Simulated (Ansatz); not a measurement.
## Molecular dynamics of BClFH$_{3}$O

Input file:

```yaml
crystal:
  periodic: [false, false, false]
  atoms:
    - { symbol: B, position_ang: [0.111004, 0.07538, -0.020712] }
    - { symbol: H, position_ang: [0.181075, -0.301977, 1.277915] }
    - { symbol: Cl, position_ang: [1.693338, -0.126653, -0.784318] }
    - { symbol: O, position_ang: [-0.992199, -0.327025, -0.690987] }
    - { symbol: H, position_ang: [-1.825046, -0.181289, -0.233699] }
    - { symbol: F, position_ang: [-0.051826, 1.614946, 0.566002] }
    - { symbol: H, position_ang: [0.083054, 0.743218, 1.3047] }
basis:
  gaussian: { orbitals: def2-SVP }
hamiltonian:
  xc: pbe0
md:
  timestep: 0.5
  n_steps: 200
  ensemble: nve
  temperature: 100.0
  initial_velocities: maxwell_boltzmann
  seed: 8645
```

Launched with:

```bash
$ ansatz run input.yaml --threads 2 --pin off --max-ram 3072MiB --backend cpu --events-out ev --progress --plain --runs-dir out
```

It starts at the highest image of a converged band. Of that band: Beside the main top the profile has a ripple of under 15 meV (maxima at images 2, 5), which may be a very shallow well or noise. Neighbouring images differ by up to 2.1 eV, so the band resolves the path poorly. A vibrational analysis at the climbing image gives one clearly imaginary mode, 1138i cm⁻¹: a first-order saddle point.

Output, in part (one step line in 4, the closing report, with atoms numbered from 0):

```
md step     0: t =     0.00 fs  T =   100.0 K  F+E_penalty+E_count = -17995.16338346 eV  E_kin = 0.064630 eV  conserved = -17995.09875346 eV  (25 SCF iters)
md step     4: t =     2.00 fs  T =    84.2 K  F+E_penalty+E_count = -17995.15311306 eV  E_kin = 0.054434 eV  conserved = -17995.09867920 eV  (24 SCF iters)
md step     8: t =     4.00 fs  T =    56.8 K  F+E_penalty+E_count = -17995.13537857 eV  E_kin = 0.036716 eV  conserved = -17995.09866218 eV  (23 SCF iters)
md step    12: t =     6.00 fs  T =    30.6 K  F+E_penalty+E_count = -17995.11834016 eV  E_kin = 0.019747 eV  conserved = -17995.09859365 eV  (25 SCF iters)
md step    16: t =     8.00 fs  T =    24.1 K  F+E_penalty+E_count = -17995.11420797 eV  E_kin = 0.015588 eV  conserved = -17995.09862032 eV  (23 SCF iters)
md step    20: t =    10.00 fs  T =    34.0 K  F+E_penalty+E_count = -17995.12057527 eV  E_kin = 0.021956 eV  conserved = -17995.09861955 eV  (23 SCF iters)
md step    24: t =    12.00 fs  T =    56.2 K  F+E_penalty+E_count = -17995.13497862 eV  E_kin = 0.036322 eV  conserved = -17995.09865712 eV  (24 SCF iters)
md step    28: t =    14.00 fs  T =    80.9 K  F+E_penalty+E_count = -17995.15092164 eV  E_kin = 0.052277 eV  conserved = -17995.09864470 eV  (31 SCF iters)
md step    32: t =    16.00 fs  T =   111.3 K  F+E_penalty+E_count = -17995.17057744 eV  E_kin = 0.071932 eV  conserved = -17995.09864566 eV  (32 SCF iters)
md step    36: t =    18.00 fs  T =   153.4 K  F+E_penalty+E_count = -17995.19776003 eV  E_kin = 0.099123 eV  conserved = -17995.09863730 eV  (31 SCF iters)
md step    40: t =    20.00 fs  T =   223.7 K  F+E_penalty+E_count = -17995.24311868 eV  E_kin = 0.144555 eV  conserved = -17995.09856359 eV  (31 SCF iters)
md step    44: t =    22.00 fs  T =   341.4 K  F+E_penalty+E_count = -17995.31942729 eV  E_kin = 0.220677 eV  conserved = -17995.09875057 eV  (30 SCF iters)
md step    48: t =    24.00 fs  T =   456.3 K  F+E_penalty+E_count = -17995.39359413 eV  E_kin = 0.294909 eV  conserved = -17995.09868474 eV  (30 SCF iters)
md step    52: t =    26.00 fs  T =   584.7 K  F+E_penalty+E_count = -17995.47652975 eV  E_kin = 0.377864 eV  conserved = -17995.09866545 eV  (30 SCF iters)
md step    56: t =    28.00 fs  T =   729.7 K  F+E_penalty+E_count = -17995.57044430 eV  E_kin = 0.471629 eV  conserved = -17995.09881532 eV  (30 SCF iters)
md step    60: t =    30.00 fs  T =   859.4 K  F+E_penalty+E_count = -17995.65410551 eV  E_kin = 0.555410 eV  conserved = -17995.09869523 eV  (30 SCF iters)
md step    64: t =    32.00 fs  T =   977.6 K  F+E_penalty+E_count = -17995.73071991 eV  E_kin = 0.631833 eV  conserved = -17995.09888645 eV  (30 SCF iters)
md step    68: t =    34.00 fs  T =  1060.7 K  F+E_penalty+E_count = -17995.78422234 eV  E_kin = 0.685527 eV  conserved = -17995.09869494 eV  (30 SCF iters)
md step    72: t =    36.00 fs  T =  1150.2 K  F+E_penalty+E_count = -17995.84233224 eV  E_kin = 0.743383 eV  conserved = -17995.09894908 eV  (30 SCF iters)
md step    76: t =    38.00 fs  T =  1193.2 K  F+E_penalty+E_count = -17995.86982533 eV  E_kin = 0.771148 eV  conserved = -17995.09867729 eV  (30 SCF iters)
md step    80: t =    40.00 fs  T =  1220.8 K  F+E_penalty+E_count = -17995.88793465 eV  E_kin = 0.789034 eV  conserved = -17995.09890030 eV  (30 SCF iters)
md step    84: t =    42.00 fs  T =  1213.0 K  F+E_penalty+E_count = -17995.88261455 eV  E_kin = 0.783975 eV  conserved = -17995.09863955 eV  (30 SCF iters)
md step    88: t =    44.00 fs  T =  1225.1 K  F+E_penalty+E_count = -17995.89070886 eV  E_kin = 0.791790 eV  conserved = -17995.09891839 eV  (30 SCF iters)
md step    92: t =    46.00 fs  T =  1204.0 K  F+E_penalty+E_count = -17995.87672908 eV  E_kin = 0.778147 eV  conserved = -17995.09858166 eV  (30 SCF iters)
md step    96: t =    48.00 fs  T =  1192.6 K  F+E_penalty+E_count = -17995.86963696 eV  E_kin = 0.770755 eV  conserved = -17995.09888174 eV  (30 SCF iters)
md step   100: t =    50.00 fs  T =  1156.0 K  F+E_penalty+E_count = -17995.84570823 eV  E_kin = 0.747144 eV  conserved = -17995.09856414 eV  (30 SCF iters)
md step   104: t =    52.00 fs  T =  1160.3 K  F+E_penalty+E_count = -17995.84875713 eV  E_kin = 0.749908 eV  conserved = -17995.09884952 eV  (30 SCF iters)
md step   108: t =    54.00 fs  T =  1155.2 K  F+E_penalty+E_count = -17995.84508761 eV  E_kin = 0.746574 eV  conserved = -17995.09851365 eV  (30 SCF iters)
md step   112: t =    56.00 fs  T =  1178.3 K  F+E_penalty+E_count = -17995.86043282 eV  E_kin = 0.761519 eV  conserved = -17995.09891396 eV  (31 SCF iters)
md step   116: t =    58.00 fs  T =  1169.4 K  F+E_penalty+E_count = -17995.85436956 eV  E_kin = 0.755794 eV  conserved = -17995.09857533 eV  (30 SCF iters)
md step   120: t =    60.00 fs  T =  1190.9 K  F+E_penalty+E_count = -17995.86861898 eV  E_kin = 0.769709 eV  conserved = -17995.09891017 eV  (30 SCF iters)
md step   124: t =    62.00 fs  T =  1179.0 K  F+E_penalty+E_count = -17995.86055385 eV  E_kin = 0.762013 eV  conserved = -17995.09854104 eV  (30 SCF iters)
md step   128: t =    64.00 fs  T =  1182.6 K  F+E_penalty+E_count = -17995.86319779 eV  E_kin = 0.764303 eV  conserved = -17995.09889507 eV  (30 SCF iters)
md step   132: t =    66.00 fs  T =  1164.0 K  F+E_penalty+E_count = -17995.85082344 eV  E_kin = 0.752303 eV  conserved = -17995.09852067 eV  (30 SCF iters)
md step   136: t =    68.00 fs  T =  1197.7 K  F+E_penalty+E_count = -17995.87298417 eV  E_kin = 0.774072 eV  conserved = -17995.09891170 eV  (30 SCF iters)
md step   140: t =    70.00 fs  T =  1202.9 K  F+E_penalty+E_count = -17995.87598493 eV  E_kin = 0.777437 eV  conserved = -17995.09854759 eV  (30 SCF iters)
md step   144: t =    72.00 fs  T =  1218.2 K  F+E_penalty+E_count = -17995.88626241 eV  E_kin = 0.787329 eV  conserved = -17995.09893341 eV  (30 SCF iters)
md step   148: t =    74.00 fs  T =  1196.2 K  F+E_penalty+E_count = -17995.87170416 eV  E_kin = 0.773125 eV  conserved = -17995.09857958 eV  (30 SCF iters)
md step   152: t =    76.00 fs  T =  1209.3 K  F+E_penalty+E_count = -17995.88049489 eV  E_kin = 0.781598 eV  conserved = -17995.09889684 eV  (30 SCF iters)
md step   156: t =    78.00 fs  T =  1193.2 K  F+E_penalty+E_count = -17995.86967645 eV  E_kin = 0.771155 eV  conserved = -17995.09852188 eV  (30 SCF iters)
md step   160: t =    80.00 fs  T =  1190.6 K  F+E_penalty+E_count = -17995.86838868 eV  E_kin = 0.769479 eV  conserved = -17995.09890968 eV  (30 SCF iters)
md step   164: t =    82.00 fs  T =  1158.3 K  F+E_penalty+E_count = -17995.84716802 eV  E_kin = 0.748602 eV  conserved = -17995.09856582 eV  (30 SCF iters)
md step   168: t =    84.00 fs  T =  1176.6 K  F+E_penalty+E_count = -17995.85927107 eV  E_kin = 0.760436 eV  conserved = -17995.09883472 eV  (30 SCF iters)
md step   172: t =    86.00 fs  T =  1188.2 K  F+E_penalty+E_count = -17995.86650032 eV  E_kin = 0.767957 eV  conserved = -17995.09854339 eV  (30 SCF iters)
md step   176: t =    88.00 fs  T =  1211.6 K  F+E_penalty+E_count = -17995.88197495 eV  E_kin = 0.783086 eV  conserved = -17995.09888916 eV  (30 SCF iters)
md step   180: t =    90.00 fs  T =  1213.3 K  F+E_penalty+E_count = -17995.88274282 eV  E_kin = 0.784141 eV  conserved = -17995.09860198 eV  (30 SCF iters)
md step   184: t =    92.00 fs  T =  1269.6 K  F+E_penalty+E_count = -17995.91941427 eV  E_kin = 0.820545 eV  conserved = -17995.09886973 eV  (30 SCF iters)
md step   188: t =    94.00 fs  T =  1310.4 K  F+E_penalty+E_count = -17995.94558784 eV  E_kin = 0.846894 eV  conserved = -17995.09869371 eV  (29 SCF iters)
md step   192: t =    96.00 fs  T =  1322.1 K  F+E_penalty+E_count = -17995.95340759 eV  E_kin = 0.854502 eV  conserved = -17995.09890535 eV  (30 SCF iters)
md step   196: t =    98.00 fs  T =  1295.7 K  F+E_penalty+E_count = -17995.93607769 eV  E_kin = 0.837419 eV  conserved = -17995.09865880 eV  (30 SCF iters)
md step   200: t =   100.00 fs  T =  1309.9 K  F+E_penalty+E_count = -17995.94541746 eV  E_kin = 0.846604 eV  conserved = -17995.09881379 eV  (26 SCF iters)
Total energy: -17995.94543755 eV, -661.3387967402 hartree
Atom 0 at     0.196938    -1.164724    -0.593760 Å, force     0.948922     0.274856    -0.518138 eV/Å
Atom 1 at     0.359974    -2.356227    -0.533298 Å, force    -0.344594    -0.025755     0.185133 eV/Å
Atom 2 at     1.695152    -0.207812    -0.764877 Å, force    -0.486287    -0.134890     0.165816 eV/Å
Atom 3 at    -0.955157    -0.490285    -0.660862 Å, force    -0.001781     0.115578     0.263546 eV/Å
Atom 4 at    -1.740870    -1.031336    -0.548090 Å, force    -0.131124    -0.128164    -0.023104 eV/Å
Atom 5 at    -0.134225     2.698170     0.991730 Å, force    -0.116851    -0.914257    -0.726805 eV/Å
Atom 6 at    -0.200323     1.975987     0.389986 Å, force     0.131714     0.812633     0.653552 eV/Å
Dipole moment:    -0.487090    -0.688607    -0.199654 e Å
```

All steps were run. The conserved energy stayed within 0.035 meV per atom of its start (net change -0.0087 meV per atom), so the integration is sound. The kinetic energy rose, since the run started high on the potential surface and went downhill. It ends in pieces (BClH2O + FH), so much of that is their flight and rotation, not heat. A run of 0.1 ps of so small a system gives no equilibrium averages. The orbitals stay closed-shell, which can raise the energy where a bond breaks towards radicals; this wasn't checked here.

Between its relaxed ends the band would form B1–F6, H2–H7 and break B1–H2, F6–H7. These pairs go: B1–F6 1.66 → 4.19 Å, H2–H7 1.05 → 4.46 Å, B1–H2 1.35 → 1.20 Å, F6–H7 1.15 → 0.94 Å. In the last frame they stand as before the step (other bonds may differ from the relaxed reactants and products). It ends as BClH2O + FH. Pairs count as bonded within 1.25 times the sum of covalent radii (0.12 Å more for H–H).

Last frame:

```xyz
7
Properties=species:S:1:pos:R:3
B 0.197 -1.165 -0.594
H 0.360 -2.356 -0.533
Cl 1.695 -0.208 -0.765
O -0.955 -0.490 -0.661
H -1.741 -1.031 -0.548
F -0.134 2.698 0.992
H -0.200 1.976 0.390
```

The run took 3.2 min on 2 threads of Arm Neoverse V2 (shared host), peak memory 0.16 GiB.
